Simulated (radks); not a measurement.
Question: The hafnium ion Hf7+ is in [Kr] 4d10 4f(5/2: 6, 7/2: 6) 5s2 5p(1/2: 2, 3/2: 3). Calculated with a radial shooting solver on a logarithmic mesh with Libxc functionals: Dirac Kohn-Sham, PBE, spin-unpolarised, spherical densities, finite nucleus; Fermi nuclear charge, rms radius of each element as measured or else 0.836 A^(1/3) + 0.57 fm. Sub-shells are occupied by j as written (lower j first in brackets). One electron is removed from 4f7/2, 5p1/2, 5p3/2, 4f5/2 in turn, with full relaxation. Which removal costs least, and what does each cost?

Answer: 5p3/2 136.78 eV; 4f7/2 140.76 eV; 4f5/2 142.81 eV; 5p1/2 147.38 eV. The 5p3/2 electron leaves first.
